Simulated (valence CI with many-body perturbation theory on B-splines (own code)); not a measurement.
## E1 transitions of Sc⁸⁺

Method: valence CI with perturbative core correlation (CI+MBPT): three valence electrons over a frozen Dirac-Fock core [Ne], radial functions for each j: 11 s, 11 p, 9 d, 7 f, 5 g, 2 h, 1 i, with the one-electron correlation potential Σ1 (screened to all orders), the two-electron term Σ2, the three-electron term Σ3, Breit, model QED; selected single and double excitations, second order for the rest, scaled by the run's own slope (own B-spline code, finite nucleus).

No measured spectrum was set against this ion. As an estimate, levels of excited configurations hold to 0.05 to 0.15 % of their energy, terms of the ground configuration to about 0.5 %.

Lines 151 to 200 of 257 in falling wavelength, among levels below 91.736 eV, chosen from the strongest by gf and those to the six lowest levels. Wavelengths and rates use the calculated energies, so an error of 200 cm⁻¹ moves a line at 336.9 Å by 0.067 % and its rate by three times that or more. Electric multipoles are in the length gauge, E1 and E2 with the static RPA response of the core. Weak lines are less certain than strong ones. Lines between different terms over intervals too small for the method are left out, as are lines whose strength nearly cancels. Where a level lies close to another of its J and parity, the split of strength between their lines is uncertain. The highest levels of a list are the least certain.

Names give the largest LS component (configuration and term), which can be under half, so a name can repeat, a term be missing and a line seem to break the LS rules; names also repeat where a configuration has a term twice. Letters in brackets count levels of one name in rising energy.

| λ vac (Å) | Upper | Lower | A (s⁻¹) | S (a.u.) |
| --- | --- | --- | --- | --- |
| 336.9 | 3s 3p 3d 2P°_3/2 [a] | 3s 3p2 2S_1/2 | 2.27e+10 | 1.71e+00 |
| 336.6 | 3p2 3d 2S_1/2 | 3p3 2P°_3/2 | 1.77e+10 | 6.67e-01 |
| 336.3 | 3p2 3d 2S_1/2 | 3p3 2P°_1/2 | 3.89e+09 | 1.46e-01 |
| 335.6 | 3s 3p 3d 2P°_1/2 [b] | 3s 3p2 2P_3/2 | 5.83e+09 | 2.18e-01 |
| 335.5 | 3p2 3d 2D_5/2 [a] | 3p3 4S°_3/2 | 4.43e+09 | 4.95e-01 |
| 335.2 | 3s 3p 3d 2P°_3/2 [b] | 3s 3p2 2P_3/2 | 8.05e+09 | 5.98e-01 |
| 334.7 | 3s 3p 3d 2P°_1/2 [a] | 3s 3p2 2S_1/2 | 1.61e+10 | 5.97e-01 |
| 331.9 | 3s 3p 3d 2P°_1/2 [b] | 3s 3p2 2P_1/2 | 8.63e+09 | 3.12e-01 |
| 331.5 | 3s 3p 3d 2P°_3/2 [b] | 3s 3p2 2P_1/2 | 8.73e+09 | 6.28e-01 |
| 331.3 | 3s 3p 3d 2D°_3/2 [b] | 3s 3p2 2P_3/2 | 1.17e+10 | 8.37e-01 |
| 331.1 | 3s 3p 3d 2F°_5/2 [a] | 3s 3p2 2D_3/2 | 8.51e+09 | 9.15e-01 |
| 330.5 | 3s 3p 3d 2D°_5/2 [b] | 3s 3p2 2P_3/2 | 3.75e+10 | 4.01e+00 |
| 329.9 | 3p2 3d 4P_5/2 | 3p3 4S°_3/2 | 2.38e+10 | 2.54e+00 |
| 329.0 | 3p2 3d 4P_3/2 | 3p3 4S°_3/2 | 2.79e+10 | 1.96e+00 |
| 328.4 | 3p2 3d 4P_1/2 | 3p3 4S°_3/2 | 2.90e+10 | 1.01e+00 |
| 328.1 | 3s 3p 3d 4P°_5/2 | 3s 3p2 4P_5/2 | 3.50e+09 | 3.66e-01 |
| 327.7 | 3s 3p 3d 2D°_3/2 [b] | 3s 3p2 2P_1/2 | 2.45e+10 | 1.70e+00 |
| 326.8 | 3s 3p 3d 4P°_3/2 | 3s 3p2 4P_5/2 | 2.26e+09 | 1.56e-01 |
| 326.6 | 3s 3p 3d 2F°_7/2 [a] | 3s 3p2 2D_5/2 | 9.60e+09 | 1.32e+00 |
| 324.9 | 3p2 3d 2D_5/2 [a] | 3p3 2D°_5/2 | 1.51e+10 | 1.53e+00 |
| 324.8 | 3s 3p 3d 4P°_5/2 | 3s 3p2 4P_3/2 | 1.32e+10 | 1.34e+00 |
| 324.6 | 3s2 3d 2D_3/2 | 3s2 3p 2P°_3/2 | 4.60e+09 | 3.10e-01 |
| 324.2 | 3s2 3d 2D_5/2 | 3s2 3p 2P°_3/2 | 2.55e+10 | 2.58e+00 |
| 323.9 | 3p2 3d 2D_3/2 [a] | 3p3 2D°_5/2 | 2.23e+09 | 1.49e-01 |
| 323.4 | 3s 3p 3d 4P°_3/2 | 3s 3p2 4P_3/2 | 8.34e+08 | 5.57e-02 |
| 323.2 | 3p2 3d 2D_3/2 [a] | 3p3 2D°_3/2 | 1.68e+10 | 1.12e+00 |
| 322.9 | 3s 3p 3d 4D°_3/2 | 3s 3p2 4P_5/2 | 5.90e+09 | 3.92e-01 |
| 322.4 | 3s 3p 3d 4D°_5/2 | 3s 3p2 4P_5/2 | 1.51e+10 | 1.50e+00 |
| 322.4 | 3s 3p 3d 4D°_7/2 | 3s 3p2 4P_5/2 | 2.62e+10 | 3.46e+00 |
| 322.3 | 3s 3p 3d 4D°_1/2 | 3s 3p2 4P_3/2 | 1.04e+09 | 3.42e-02 |
| 321.2 | 3s 3p 3d 4P°_3/2 | 3s 3p2 4P_1/2 | 1.59e+10 | 1.04e+00 |
| 320.3 | 3s 3p 3d 4P°_1/2 | 3s 3p2 4P_3/2 | 1.66e+10 | 5.39e-01 |
| 320.1 | 3s 3p 3d 4D°_1/2 | 3s 3p2 4P_1/2 | 2.04e+10 | 6.62e-01 |
| 319.7 | 3p2 3d 4P_5/2 | 3p3 2D°_5/2 | 2.49e+09 | 2.41e-01 |
| 319.6 | 3s 3p 3d 4D°_3/2 | 3s 3p2 4P_3/2 | 1.56e+10 | 1.01e+00 |
| 319.2 | 3s 3p 3d 4D°_5/2 | 3s 3p2 4P_3/2 | 9.67e+09 | 9.31e-01 |
| 318.6 | 3s2 3d 2D_3/2 | 3s2 3p 2P°_1/2 | 2.21e+10 | 1.41e+00 |
| 318.1 | 3s 3p 3d 4P°_1/2 | 3s 3p2 4P_1/2 | 4.66e+09 | 1.48e-01 |
| 317.5 | 3s 3p 3d 4D°_3/2 | 3s 3p2 4P_1/2 | 1.73e+09 | 1.10e-01 |
| 315.7 | 3s 3p 3d 2P°_1/2 [b] | 3s 3p2 2S_1/2 | 6.18e+09 | 1.92e-01 |
| 315.3 | 3s 3p 3d 2P°_3/2 [b] | 3s 3p2 2S_1/2 | 2.63e+09 | 1.62e-01 |
| 308.6 | 3s 3p 3d 2D°_3/2 [a] | 3s 3p2 4P_3/2 | 3.25e+07 | 1.88e-03 |
| 308.6 | 3s 3p 3d 2D°_5/2 [a] | 3s 3p2 4P_3/2 | 1.57e+08 | 1.37e-02 |
| 306.6 | 3s 3p 3d 2D°_3/2 [a] | 3s 3p2 4P_1/2 | 7.66e+07 | 4.36e-03 |
| 291.2 | 3s 3p 3d 2F°_5/2 [a] | 3s 3p2 4P_5/2 | 4.59e+06 | 3.36e-04 |
| 289.2 | 3s 3p 3d 2P°_3/2 [a] | 3s 3p2 2D_3/2 | 2.65e+06 | 1.27e-04 |
| 288.6 | 3s 3p 3d 2F°_5/2 [a] | 3s 3p2 4P_3/2 | 9.47e+06 | 6.74e-04 |
| 287.6 | 3s 3p 3d 2P°_1/2 [a] | 3s 3p2 2D_3/2 | 6.94e+07 | 1.63e-03 |
| 287.4 | 3s 3p 3d 2F°_7/2 [a] | 3s 3p2 4P_5/2 | 5.96e+07 | 5.58e-03 |
| 286.8 | 3s 3p 3d 2F°_7/2 [b] | 3s 3p2 2D_5/2 | 2.09e+10 | 1.95e+00 |
